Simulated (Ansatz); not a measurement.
An input meant for Si(OAc)H3 (C₂H₆O₂Si) (charge 0, singlet; with a point charge).

```yaml
crystal:
  periodic: [false, false, false]
  atoms:
    - {symbol: C, position_ang: [0.297669, 0.347090, 0.252592]}
    - {symbol: C, position_ang: [0.173930, 0.477921, 1.990896]}
    - {symbol: O, position_ang: [-0.252648, -0.632395, -0.186641]}
    - {symbol: O, position_ang: [0.865174, 1.342729, -0.105400]}
    - {symbol: Si, position_ang: [-0.095168, -0.540494, -1.813168]}
    - {symbol: H, position_ang: [0.588663, 1.338059, 2.297542]}
    - {symbol: H, position_ang: [0.563966, -0.554196, 2.303026]}
    - {symbol: H, position_ang: [-0.775384, 0.412436, 2.321167]}
    - {symbol: H, position_ang: [1.027336, -0.624097, -2.314743]}
    - {symbol: H, position_ang: [-0.984666, 0.498168, -2.321584]}
    - {symbol: H, position_ang: [-0.991839, -1.922350, -2.251962]}
basis:
  gaussian: {orbitals: def2-SVP, fitting: {mean_field: cc-pVTZ-jkfit}, point_charges: [{charge: 2.00, position_ang: [4.866, -0.622, 0.268]}]}
hamiltonian: {xc: {name: r2SCAN0}, dispersion: d3bjatm}
scf: {lower_state_search: light}
relax: {f_tol: 0.0001, max_steps: 2}
```

```sh
$ ansatz run in.yaml --threads 2 --pin off --events-out ev --progress --plain --max-ram 4352MiB
```

It prints (some lines left out):

```
Functional definition: r2SCAN0
617 factors; integrals over basis functions are off by at most 1.4e-1 eV
mean field evaluation 1: about -14123.1317 eV, gradient 5.4e1 eV
mean field evaluation 2: about -14118.5736 eV, gradient 7.3e1 eV
mean field evaluation 4: about -14128.8681 eV, gradient 3.4e0 eV
mean field evaluation 8: about -14128.8901 eV, gradient 6.6e-2 eV
mean field -14128.89014563 eV, -519.2271359463 hartree, gradient 3.4e-5 eV, S^2 0.000000; 0 other end points of the search recorded, 0 dependent functions left out
reference -14128.89015367 eV, -519.2271362417 hartree; 24, 24 occupied and 80, 80 virtual orbitals, 617 factors
relax step   1: F+E_penalty+E_count = -14128.95610560 eV  Δ(F+E_penalty+E_count) = +0.000e0 eV  max|allowed force component| = 1.245e1 eV/Å  Δτ_max = 0.0000 Å  (25 SCF iters, accepted)
617 factors; integrals over basis functions are off by at most 1.3e-1 eV
mean field evaluation 16: about -14130.5067 eV, gradient 2.3e1 eV
mean field -14132.00488392 eV, -519.3416004672 hartree, gradient 5.0e-5 eV, S^2 0.000000; 0 other end points of the search recorded, 0 dependent functions left out
reference -14132.00489200 eV, -519.3416007640 hartree; 24, 24 occupied and 80, 80 virtual orbitals, 617 factors
relax step   2: F+E_penalty+E_count = -14132.07168832 eV  Δ(F+E_penalty+E_count) = -3.116e0 eV  max|allowed force component| = 6.202e0 eV/Å  Δτ_max = 0.1988 Å  (31 SCF iters, accepted)
Error: geometry relaxation did not converge after 2 steps: max|allowed force component| = 6.20e0 eV/Å (threshold 1.0e-4). Raise `relax.max_steps` over both its present limit and 2, loosen `relax.f_tol`, or start from a geometry closer to equilibrium. Where this run's directory can be resumed (`checkpoint.write`), a resume goes on for up to `relax.max_steps` more
```

**Question.** Something in this input is off. What?

**Answer.** The relaxation is allowed too few steps for its threshold. The SCF steps converged, but the relaxation ran out of steps.
